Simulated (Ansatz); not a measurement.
Program: Ansatz. Geometries: PBE0-D4/def2-TZVP. ΔE: electronic, gas phase. CBS: MP2 limit from def2 TZ/QZ plus the TZ coupled-cluster correction, frozen cores. This one scheme is used for every species. Functionals use def2-TZVPP. One conformer a species, not always the lowest.

Consider the ligand exchange at a B–C bond: `O=CB(O)[SiH3]` + `OCF` → `OB([SiH3])OCF` + `C=O`.

```json
{"level": "PBE-D4", "ΔE (kJ/mol)": "-105.1"}
{"level": "ωB97M-V", "ΔE (kJ/mol)": "-115.2"}
{"level": "CCSD/def2-TZVPP", "ΔE (kJ/mol)": "-118.2"}
{"level": "CCSD/CBS(def2)", "ΔE (kJ/mol)": "-116.0"}
```

(1) What does CCSD(T)/CBS give? (Estimate.)

Largest T1 diagnostic among the species: 0.016.

Answers

(1) Computed: -114.3 kJ/mol. The listed levels differ from it by 9.2, -0.9, -3.9, -1.7 kJ/mol.

In def2-TZVPP, CCSD(T) changes the Hartree–Fock value by +13.6 kJ/mol (the triples alone add +1.8 kJ/mol) and MP2 by +11.6 kJ/mol. From PBE to PBE0 (25 % exact exchange), in def2-TZVPP and without D4, ΔE moves by −5.2 kJ/mol.
